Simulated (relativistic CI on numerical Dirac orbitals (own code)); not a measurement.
**Electric-dipole transitions in Sn³⁵⁺**

Method of calculation: Dirac-Coulomb-Breit CI, orbitals from a KLI potential per configuration, model QED (radiative potential, 1s self-energy scaled to tabulated hydrogen-like ionisation energies), unscaled Slater integrals (own radial code, finite nucleus).

Configuration list (outside the closed core [Ne]): 3s2.3p3, 3s.3p4, 3s2.3p2.3d, 3p5, 3s.3p3.3d, 3p4.3d, 3s.3p2.3d2, 3s2.3p.3d.4p, 3p4.4s, 3s.3p2.3d.4s, 3p4.4p, 3s2.3p2.4s, 3s2.3p2.4p, 3p3.3d.4p, 3s2.3p2.4d, 3s.3p3.4s, 3s2.3p2.4f, 3s.3p3.4p, 3s.3p3.4d, 3s.3p3.4f, 3s2.3p2.5s, 3s2.3p2.5p, 3s2.3p.4s.4p, 3s2.3p2.5d, 3s2.3p2.5f, 3s2.3p2.5g, 3s.3p2.4s2, 3s.3p3.5s, 3s2.3p.3d2, 3s2.3d3, 3s.3p.3d3, 3s2.3d2.4s, 3s2.3d2.4p, 3s2.3d2.4d, 3p3.3d2, 3p2.3d3, 3p2.3d2.4s, 3p2.3d2.4p, 3p2.3d2.4d, 3s2.3p.3d.4s, 3s.3p.3d2.4s, 3s2.3d.4s2, 3s2.3d.4s.4p, 3s2.3d.4s.4d, 3s.3p2.3d.4p, 3s.3p.3d2.4p, 3s.3p.3d.4s.4p, 3s.3p.3d.4p2, 3s.3p.3d.4p.4d, 3p3.3d.4s, 3p2.3d.4s2, 3p2.3d.4s.4p, 3p2.3d.4s.4d, 3s2.3p.4s2, 3s.3p.3d.4s2, 3s2.4s2.4p, 3s2.4s2.4d, 3s2.3p.4p2, 3s2.3d.4p2, 3s2.4s.4p2, 3s2.4p3, 3s2.4p2.4d, 3s.3p2.4s.4p, 3s.3p.4s2.4p, 3s.3p.4s.4p2, 3s.3p.4s.4p.4d. Double excitations out of closed p, d and f shells are left out; levels of such configurations are missing from the list, as are those of other unlisted configurations, and high levels can miss mixing partners. These lack a partner that the ground configuration has and come out too high: 3s2.3p2.4f, 3s.3p3.4d, 3s.3p3.4f, 3s2.3p2.5s, 3s2.3p2.5p.

| λ vac (Å) | Lower | Upper | A (s⁻¹) | log gf | S velocity/length |
| --- | --- | --- | --- | --- | --- |
| 56.607 | 3s2.3p3 2P°_3/2 [1] | 3s2.3p2.3d 4D_5/2 [23] | 1.51e+11 | -0.36 | 1.03 |
| 56.934 | 3s2.3p2.3d 4F_3/2 [6] | 3s.3p3.3d 4D°_3/2 [77] | 3.84e+11 | -0.13 | 0.97 |
| 57.898 | 3s2.3p3 4S°_3/2 [2] | 3s2.3p2.3d 2D_3/2 [35] | 3.03e+11 | -0.21 | 0.99 |
| 57.946 | 3s2.3p3 2P°_3/2 [1] | 3s2.3p2.3d 4P_3/2 [22] | 5.63e+11 | 0.05 | 0.99 |
| 58.035 | 3s2.3p3 4S°_3/2 [2] | 3s2.3p2.3d 4P_1/2 [34] | 4.45e+11 | -0.35 | 0.96 |
| 58.747 | 3s.3p4 4P_5/2 [7] | 3s.3p3.3d 4D°_7/2 [75] | 2.19e+11 | -0.04 | 1.03 |
| 58.962 | 3s2.3p3 2P°_1/2 [4] | 3s2.3p2.3d 2D_3/2 [37] | 3.38e+11 | -0.15 | 1.01 |
| 59.050 | 3s2.3p3 2D°_5/2 [3] | 3s2.3p2.3d 2F_7/2 [36] | 3.52e+11 | 0.17 | 1.04 |
| 59.483 | 3s2.3p3 2P°_3/2 [1] | 3s2.3p2.3d 4P_5/2 [19] | 2.57e+11 | -0.09 | 1.01 |
| 59.999 | 3s.3p4 4P_5/2 [7] | 3s.3p3.3d 4P°_5/2 [68] | 2.30e+11 | -0.13 | 0.99 |
| 60.146 | 3s2.3p3 2D°_5/2 [3] | 3s2.3p2.3d 2D_5/2 [33] | 2.73e+11 | -0.05 | 0.99 |
| 67.618 | 3s2.3p3 2P°_3/2 [5] | 3s.3p4 2P_1/2 [47] | 4.93e+11 | -0.17 | 0.97 |
| 68.821 | 3s2.3p3 4S°_3/2 [2] | 3s2.3p2.3d 2D_5/2 [27] | 1.63e+11 | -0.16 | 1.02 |
| 69.837 | 3s2.3p3 2P°_3/2 [5] | 3s2.3p2.3d 2D_5/2 [46] | 3.02e+11 | 0.12 | 1.02 |
| 69.977 | 3s2.3p3 2D°_5/2 [3] | 3s.3p4 2P_3/2 [28] | 1.71e+11 | -0.30 | 0.94 |
| 70.735 | 3s2.3p2.3d 2F_7/2 [36] | 3s2.3p.3d2 2G°_9/2 [153] | 2.71e+11 | 0.31 | 1.01 |
| 71.134 | 3s2.3p3 2P°_3/2 [5] | 3s2.3p2.3d 2D_3/2 [44] | 2.15e+11 | -0.19 | 0.96 |
| 71.799 | 3s2.3p3 2D°_5/2 [3] | 3s2.3p2.3d 2D_5/2 [27] | 1.06e+11 | -0.31 | 0.96 |
| 74.482 | 3s2.3p2.3d 2D_5/2 [46] | 3s2.3p.3d2 2F°_7/2 [169] | 4.01e+11 | 0.43 | 1.00 |
| 75.587 | 3s2.3p3 2D°_5/2 [3] | 3s2.3p2.3d 2G_7/2 [25] | 7.32e+10 | -0.30 | 1.05 |

Terms are leading LS components. Brackets give the number of a level in order of energy, since labels repeat. The list gives strong lines, with weight on those to low levels, among the lowest 400 of 7833 levels, so that lines to higher ones, which can be the strongest, are missing. Levels whose partners in the same complex of configurations lie outside the list can be far off, and so can their lines. Rates are taken at the computed energies, electric ones in the length gauge. A velocity-to-length ratio far from 1 marks an uncertain rate.

At this charge energies of transitions that change n are usually good to better than 1 %, and those within a shell (Δn = 0) to a few per cent.

LS names give the leading component of a level, which can be under half, so a name can repeat, a term be missing and a line seem to break the LS rules.
